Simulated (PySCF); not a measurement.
C₂H₆F₂OSi.
Structure used (GFN2-xTB), in Å, numbered top down from 1:
```xyz
12
C2H6F2OSi angstrom
O      2.5375    0.0654    0.4303
Si     1.0998    0.6123   -0.0791
C     -0.2833   -0.5147    0.6636
F     -0.1752   -1.7763    0.0737
C     -1.6840    0.0203    0.4474
F     -1.7679    0.7575   -0.7119
H      2.8157   -0.8395    0.3069
H      0.9635    0.5462   -1.5275
H      1.0139    1.9218    0.5457
H     -0.1449   -0.7001    1.7343
H     -2.4144   -0.7904    0.3592
H     -1.9594    0.6969    1.2607
```

A calculation gives these core lines: C 1s: 292.64 (area 1), 293.42 (area 1) eV; O 1s: 538.82 eV; F 1s: 692.34 (area 1), 692.64 (area 1) eV; Si 1s: 1847.33 eV; Si 2p3/2: 107.47 eV.

Theory: delta-SCF UKS SCAN, pcX-2 on the ionised atom, pcseg-1 elsewhere, spin-free X2C (PySCF). The structure is a single GFN2-xTB conformer in the gas phase; no vibrational or solvent corrections.

Assign the C 1s lines to atoms.

292.64 eV: C3 (sp3 C–F carbon); 293.42 eV: C5 (sp3 C–F carbon). The listed C 1s values span 0.78 eV, from C3 (bonded to F, C, H and Si) to C5 (bonded to F, C and 2 H). Summing the Pauling electronegativity differences to the bonded atoms, each weighted by its formal bond order, gives +0.43 for the lowest site and +0.73 for the highest.

Order the fluorine atoms by F 1s binding energy.

692.34 eV: F4 (alkyl fluorine); 692.64 eV: F6 (alkyl fluorine). The listed F 1s values span 0.30 eV, from F4 (bonded to C) to F6 (bonded to C). Summing the Pauling electronegativity differences to the bonded atoms, each weighted by its formal bond order, gives -1.43 for the lowest site and -1.43 for the highest; the sum is the same at every site.

Bonded neighbours of each site: O1: H and Si; Si2: O, C and 2 H; C3: F, C, H and Si; F4: C; C5: F, C and 2 H; F6: C.

Which effective nuclear charge Zeff reproduces each element's mean 1s value in the hydrogen-like formula E = 13.606 eV × Zeff²?

C (Z = 6): mean 293.0 eV, Zeff = 4.64, Z − Zeff = 1.36; O (Z = 8): mean 538.8 eV, Zeff = 6.29, Z − Zeff = 1.71; F (Z = 9): mean 692.5 eV, Zeff = 7.13, Z − Zeff = 1.87; Si (Z = 14): mean 1847.3 eV, Zeff = 11.65, Z − Zeff = 2.35. Means run over the listed sites, weighted by atom count.

2p3/2 and 2p1/2 are the ΔSCF energy of one spin-free 2p hole plus the eigenvalues of a spin–orbit and ligand-field matrix of the shell. 2p1/2 minus 2p3/2 (ligand field included): Si 0.62 eV.

The run took 59 s of wall time on an Arm Neoverse V1 with one thread, no GPU, on a shared host, and the process peaked at 0.65 GiB of memory.
